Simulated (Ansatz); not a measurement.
**Molecular dynamics of Cl₂FH₄HfNO**

input.yaml

```yaml
crystal:
  periodic: [false, false, false]
  atoms:
    - { symbol: Hf, position_ang: [0.063028, 0.28567, 0.120937] }
    - { symbol: "N", position_ang: [-0.073408, 0.123608, 2.289141] }
    - { symbol: H, position_ang: [-1.00106, 0.229487, 2.724728] }
    - { symbol: H, position_ang: [0.36296, -0.690442, 2.743341] }
    - { symbol: F, position_ang: [1.74207, 0.121064, -0.799921] }
    - { symbol: Cl, position_ang: [-1.62145, 1.611805, -0.873] }
    - { symbol: Cl, position_ang: [-0.683194, -1.945589, -0.228869] }
    - { symbol: O, position_ang: [1.074563, 1.949012, 1.229916] }
    - { symbol: H, position_ang: [2.002461, 2.243931, 1.201126] }
    - { symbol: H, position_ang: [0.75283, 1.328352, 2.092902] }
basis:
  gaussian: { orbitals: def2-SVP }
hamiltonian:
  xc: pbe
  dispersion: d4
md:
  timestep: 0.5
  n_steps: 200
  ensemble: nve
  temperature: 100.0
  initial_velocities: maxwell_boltzmann
  seed: 6537
```

Run as:

```bash
$ ansatz run input.yaml --threads 4 --pin off --max-ram 5120MiB --backend cpu --events-out ev --progress --plain --runs-dir out
```

It starts at the highest image of a converged band, a first-order saddle point between two minima.

Output, in part (one step line in 4, the closing report, with atoms numbered from 0):

```
md step     0: t =     0.00 fs  T =   100.0 K  F+E_penalty+E_count = -32650.83556426 eV  E_kin = 0.103408 eV  conserved = -32650.73215626 eV  (31 SCF iters)
md step     4: t =     2.00 fs  T =    61.8 K  F+E_penalty+E_count = -32650.79489941 eV  E_kin = 0.063899 eV  conserved = -32650.73100066 eV  (31 SCF iters)
md step     8: t =     4.00 fs  T =    87.9 K  F+E_penalty+E_count = -32650.82296839 eV  E_kin = 0.090908 eV  conserved = -32650.73206053 eV  (31 SCF iters)
md step    12: t =     6.00 fs  T =    58.6 K  F+E_penalty+E_count = -32650.79187525 eV  E_kin = 0.060572 eV  conserved = -32650.73130307 eV  (32 SCF iters)
md step    16: t =     8.00 fs  T =    59.3 K  F+E_penalty+E_count = -32650.79281124 eV  E_kin = 0.061287 eV  conserved = -32650.73152471 eV  (32 SCF iters)
md step    20: t =    10.00 fs  T =    61.6 K  F+E_penalty+E_count = -32650.79549147 eV  E_kin = 0.063684 eV  conserved = -32650.73180738 eV  (32 SCF iters)
md step    24: t =    12.00 fs  T =    38.1 K  F+E_penalty+E_count = -32650.77066129 eV  E_kin = 0.039390 eV  conserved = -32650.73127175 eV  (33 SCF iters)
md step    28: t =    14.00 fs  T =    56.8 K  F+E_penalty+E_count = -32650.79056672 eV  E_kin = 0.058686 eV  conserved = -32650.73188066 eV  (32 SCF iters)
md step    32: t =    16.00 fs  T =    33.7 K  F+E_penalty+E_count = -32650.76612237 eV  E_kin = 0.034886 eV  conserved = -32650.73123603 eV  (32 SCF iters)
md step    36: t =    18.00 fs  T =    51.7 K  F+E_penalty+E_count = -32650.78527860 eV  E_kin = 0.053482 eV  conserved = -32650.73179642 eV  (31 SCF iters)
md step    40: t =    20.00 fs  T =    44.2 K  F+E_penalty+E_count = -32650.77719026 eV  E_kin = 0.045756 eV  conserved = -32650.73143439 eV  (31 SCF iters)
md step    44: t =    22.00 fs  T =    51.3 K  F+E_penalty+E_count = -32650.78469656 eV  E_kin = 0.053079 eV  conserved = -32650.73161742 eV  (32 SCF iters)
md step    48: t =    24.00 fs  T =    54.6 K  F+E_penalty+E_count = -32650.78801373 eV  E_kin = 0.056441 eV  conserved = -32650.73157243 eV  (32 SCF iters)
md step    52: t =    26.00 fs  T =    53.5 K  F+E_penalty+E_count = -32650.78692354 eV  E_kin = 0.055350 eV  conserved = -32650.73157352 eV  (51 SCF iters)
md step    56: t =    28.00 fs  T =    51.4 K  F+E_penalty+E_count = -32650.78459911 eV  E_kin = 0.053142 eV  conserved = -32650.73145746 eV  (31 SCF iters)
md step    60: t =    30.00 fs  T =    58.9 K  F+E_penalty+E_count = -32650.79270863 eV  E_kin = 0.060903 eV  conserved = -32650.73180514 eV  (32 SCF iters)
md step    64: t =    32.00 fs  T =    44.5 K  F+E_penalty+E_count = -32650.77743034 eV  E_kin = 0.046037 eV  conserved = -32650.73139289 eV  (31 SCF iters)
md step    68: t =    34.00 fs  T =    49.9 K  F+E_penalty+E_count = -32650.78324422 eV  E_kin = 0.051587 eV  conserved = -32650.73165712 eV  (32 SCF iters)
md step    72: t =    36.00 fs  T =    37.6 K  F+E_penalty+E_count = -32650.77042278 eV  E_kin = 0.038863 eV  conserved = -32650.73155978 eV  (32 SCF iters)
md step    76: t =    38.00 fs  T =    36.7 K  F+E_penalty+E_count = -32650.76937913 eV  E_kin = 0.037907 eV  conserved = -32650.73147180 eV  (31 SCF iters)
md step    80: t =    40.00 fs  T =    42.7 K  F+E_penalty+E_count = -32650.77586300 eV  E_kin = 0.044108 eV  conserved = -32650.73175519 eV  (32 SCF iters)
md step    84: t =    42.00 fs  T =    26.8 K  F+E_penalty+E_count = -32650.75903842 eV  E_kin = 0.027754 eV  conserved = -32650.73128413 eV  (33 SCF iters)
md step    88: t =    44.00 fs  T =    51.2 K  F+E_penalty+E_count = -32650.78488027 eV  E_kin = 0.052947 eV  conserved = -32650.73193312 eV  (32 SCF iters)
md step    92: t =    46.00 fs  T =    28.3 K  F+E_penalty+E_count = -32650.76033879 eV  E_kin = 0.029241 eV  conserved = -32650.73109794 eV  (31 SCF iters)
md step    96: t =    48.00 fs  T =    63.0 K  F+E_penalty+E_count = -32650.79718451 eV  E_kin = 0.065152 eV  conserved = -32650.73203248 eV  (31 SCF iters)
md step   100: t =    50.00 fs  T =    42.7 K  F+E_penalty+E_count = -32650.77542503 eV  E_kin = 0.044159 eV  conserved = -32650.73126633 eV  (32 SCF iters)
md step   104: t =    52.00 fs  T =    57.5 K  F+E_penalty+E_count = -32650.79111223 eV  E_kin = 0.059435 eV  conserved = -32650.73167770 eV  (32 SCF iters)
md step   108: t =    54.00 fs  T =    57.4 K  F+E_penalty+E_count = -32650.79101020 eV  E_kin = 0.059332 eV  conserved = -32650.73167828 eV  (32 SCF iters)
md step   112: t =    56.00 fs  T =    44.6 K  F+E_penalty+E_count = -32650.77753110 eV  E_kin = 0.046166 eV  conserved = -32650.73136516 eV  (31 SCF iters)
md step   116: t =    58.00 fs  T =    58.4 K  F+E_penalty+E_count = -32650.79222713 eV  E_kin = 0.060344 eV  conserved = -32650.73188309 eV  (32 SCF iters)
md step   120: t =    60.00 fs  T =    30.0 K  F+E_penalty+E_count = -32650.76218445 eV  E_kin = 0.031034 eV  conserved = -32650.73115019 eV  (32 SCF iters)
md step   124: t =    62.00 fs  T =    54.1 K  F+E_penalty+E_count = -32650.78799037 eV  E_kin = 0.055994 eV  conserved = -32650.73199620 eV  (31 SCF iters)
md step   128: t =    64.00 fs  T =    29.6 K  F+E_penalty+E_count = -32650.76182149 eV  E_kin = 0.030611 eV  conserved = -32650.73121031 eV  (32 SCF iters)
md step   132: t =    66.00 fs  T =    44.0 K  F+E_penalty+E_count = -32650.77723355 eV  E_kin = 0.045456 eV  conserved = -32650.73177801 eV  (32 SCF iters)
md step   136: t =    68.00 fs  T =    35.7 K  F+E_penalty+E_count = -32650.76839862 eV  E_kin = 0.036937 eV  conserved = -32650.73146198 eV  (31 SCF iters)
md step   140: t =    70.00 fs  T =    41.8 K  F+E_penalty+E_count = -32650.77481731 eV  E_kin = 0.043258 eV  conserved = -32650.73155979 eV  (32 SCF iters)
md step   144: t =    72.00 fs  T =    47.6 K  F+E_penalty+E_count = -32650.78082197 eV  E_kin = 0.049225 eV  conserved = -32650.73159713 eV  (32 SCF iters)
md step   148: t =    74.00 fs  T =    52.1 K  F+E_penalty+E_count = -32650.78547296 eV  E_kin = 0.053909 eV  conserved = -32650.73156420 eV  (32 SCF iters)
md step   152: t =    76.00 fs  T =    63.2 K  F+E_penalty+E_count = -32650.79692080 eV  E_kin = 0.065337 eV  conserved = -32650.73158378 eV  (32 SCF iters)
md step   156: t =    78.00 fs  T =    66.6 K  F+E_penalty+E_count = -32650.80034042 eV  E_kin = 0.068862 eV  conserved = -32650.73147864 eV  (32 SCF iters)
md step   160: t =    80.00 fs  T =    79.8 K  F+E_penalty+E_count = -32650.81423063 eV  E_kin = 0.082481 eV  conserved = -32650.73175001 eV  (32 SCF iters)
md step   164: t =    82.00 fs  T =    77.4 K  F+E_penalty+E_count = -32650.81140969 eV  E_kin = 0.080036 eV  conserved = -32650.73137382 eV  (31 SCF iters)
md step   168: t =    84.00 fs  T =    92.0 K  F+E_penalty+E_count = -32650.82688564 eV  E_kin = 0.095090 eV  conserved = -32650.73179550 eV  (32 SCF iters)
md step   172: t =    86.00 fs  T =    80.7 K  F+E_penalty+E_count = -32650.81471664 eV  E_kin = 0.083419 eV  conserved = -32650.73129766 eV  (32 SCF iters)
md step   176: t =    88.00 fs  T =   102.7 K  F+E_penalty+E_count = -32650.83800560 eV  E_kin = 0.106168 eV  conserved = -32650.73183792 eV  (31 SCF iters)
md step   180: t =    90.00 fs  T =    87.9 K  F+E_penalty+E_count = -32650.82229116 eV  E_kin = 0.090945 eV  conserved = -32650.73134618 eV  (32 SCF iters)
md step   184: t =    92.00 fs  T =   102.4 K  F+E_penalty+E_count = -32650.83770546 eV  E_kin = 0.105926 eV  conserved = -32650.73177984 eV  (32 SCF iters)
md step   188: t =    94.00 fs  T =    94.6 K  F+E_penalty+E_count = -32650.82926927 eV  E_kin = 0.097797 eV  conserved = -32650.73147261 eV  (32 SCF iters)
md step   192: t =    96.00 fs  T =    96.8 K  F+E_penalty+E_count = -32650.83156148 eV  E_kin = 0.100094 eV  conserved = -32650.73146786 eV  (32 SCF iters)
md step   196: t =    98.00 fs  T =   110.6 K  F+E_penalty+E_count = -32650.84615615 eV  E_kin = 0.114364 eV  conserved = -32650.73179230 eV  (32 SCF iters)
md step   200: t =   100.00 fs  T =   101.1 K  F+E_penalty+E_count = -32650.83587368 eV  E_kin = 0.104526 eV  conserved = -32650.73134773 eV  (52 SCF iters)
Total energy: -32650.83595513 eV, -1199.8960898196 hartree
Atom 0 at     0.063042     0.263368     0.127983 Å, force    -0.341826     0.052932     0.455329 eV/Å
Atom 1 at    -0.110096     0.105360     2.222542 Å, force     0.615015     0.407733    -0.608809 eV/Å
Atom 2 at    -1.030739     0.234883     2.618031 Å, force    -0.807164     0.118376     0.328265 eV/Å
Atom 3 at     0.346848    -0.601610     2.790948 Å, force     0.283805    -0.384020     0.214837 eV/Å
Atom 4 at     1.756929     0.133027    -0.742638 Å, force     0.441070    -0.074144    -0.136870 eV/Å
Atom 5 at    -1.613078     1.622832    -0.826300 Å, force    -0.085924     0.065539    -0.041569 eV/Å
Atom 6 at    -0.700023    -1.938440    -0.271060 Å, force    -0.043524    -0.148564    -0.177039 eV/Å
Atom 7 at     1.102324     2.127307     1.143420 Å, force    -1.332945    -0.445821     0.236969 eV/Å
Atom 8 at     2.027752     2.345245     1.160740 Å, force     1.271297     0.285970    -0.087120 eV/Å
Atom 9 at     0.857380     1.640681     2.004878 Å, force     0.000196     0.121998    -0.183993 eV/Å
Dipole moment:     0.455560     0.343346     0.867491 e Å
```

All steps were run. The conserved energy stayed within 0.12 meV per atom of its start (net change 0.081 meV per atom), so the integration is sound. A run of 0.1 ps of so small a system gives no equilibrium averages. The orbitals stay closed-shell, which can raise the energy where a bond breaks towards radicals; this wasn't checked here.

Between its relaxed ends the band would form N2–H10 and break O8–H10. These pairs go: N2–H10 1.47 → 1.83 Å, O8–H10 1.11 → 1.02 Å. In the last frame they stand as before the step (other bonds may differ from the relaxed reactants and products). It ends as one piece, Cl2FH4HfNO. Pairs count as bonded within 1.25 times the sum of covalent radii (0.12 Å more for H–H).

Last frame:

```xyz
10
Properties=species:S:1:pos:R:3
Hf 0.063 0.263 0.128
N -0.110 0.105 2.223
H -1.031 0.235 2.618
H 0.347 -0.602 2.791
F 1.757 0.133 -0.743
Cl -1.613 1.623 -0.826
Cl -0.700 -1.938 -0.271
O 1.102 2.127 1.143
H 2.028 2.345 1.161
H 0.857 1.641 2.005
```

The run took 3.2 min on 4 threads of Intel(R) Xeon(R) 6975P-C (Granite Rapids) (shared host), peak memory 0.21 GiB.
